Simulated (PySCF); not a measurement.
The same groups moved round the core (silole methyl+methyl+methyl+methyl). All species are isolated molecules in the gas phase. Strings in code marks are SMILES.

The numbers are results of PySCF with ωB97X-D3(BJ)/def2-TZVP // B3LYP-D3(BJ)/def2-SVP, not measurements. All candidates: neutral, multiplicity 1. Excitations are Tamm–Dancoff values on a coarser integration grid. The basis has no diffuse functions, so Rydberg states are missing or too high.

```yaml
T1 excitation (TDA): 2.70 eV
HOMO: -8.20 eV
HOMO–LUMO gap: 9.32 eV
```

**Question.** Name which member has these values.
A. `CC1=C[Si](C)(C)C(C)=C1`
B. `CC1=CC=C(C)[Si]1(C)C`
C. `CC1=C[Si](C)(C)C=C1C`

**Answer.** B, `CC1=CC=C(C)[Si]1(C)C`. The others give `CC1=C[Si](C)(C)C(C)=C1`: 2.84 eV, -8.37 eV, 9.50 eV; `CC1=C[Si](C)(C)C=C1C`: 2.86 eV, -8.47 eV, 9.53 eV
